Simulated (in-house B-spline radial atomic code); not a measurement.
Xe⁸⁺. Computed with a B-spline radial atomic code. Model: all-electron spherical atom, spin shells full or empty, radial basis limit, no spin-orbit coupling, Breit or QED, empty-state partial waves extrapolated as (l+1/2)^-4, RPA, G0W0 and static COHSEX of the highest shell as one setting changes (uncorrelated shells keep exact exchange).

Given: element Xe; charge 8; filled core Kr; hamiltonian one-electron scalar X2C; mean-field start LDA VWN5; highest l of empty states 9; nuclear rms radius 4.7859 fm; highest mean-field shell 4d.

Shell: 4d 5 5 (electrons up and down).

| lowest nl shells left uncorrelated | RPA correlation energy (hartree) | G0W0 level (eV) | G0W0 minus most complete (meV) | COHSEX level (eV) | linearised minus solved G0W0 (meV) |
| --- | --- | --- | --- | --- | --- |
| 0 | -3.7347 | -180.72 | 0 | -184.88 | -16 |
| 1 | ? | ? | ? | ? | ? |
| 2 | ? | ? | ? | ? | ? |
| 3 | -2.7923 | -180.7 | 16.1 | -184.89 | -16 |
| 4 | -2.6085 | -180.69 | 27.1 | -184.87 | -15.9 |
| 5 | -2.065 | -180.66 | 63.1 | -184.82 | -15.8 |
| 6 | -1.1979 | -180.54 | 183.3 | -184.53 | -15.6 |
| 7 | -1.0325 | -180.61 | 109.7 | -184.51 | -15.9 |
| 8 | -0.58576 | -181.57 | -847.6 | -185.29 | -14.4 |

(1) What follows for lowest nl shells left uncorrelated = 2?

(2) What follows for lowest nl shells left uncorrelated = 1?

Answers

(1) RPA correlation energy -3.3568 hartree; G0W0 level -180.71 eV; G0W0 minus most complete 5.3 meV; COHSEX level -184.87 eV; linearised minus solved G0W0 -16 meV.

(2) RPA correlation energy -3.5539 hartree; G0W0 level -180.72 eV; G0W0 minus most complete 0.2 meV; COHSEX level -184.88 eV; linearised minus solved G0W0 -16 meV.
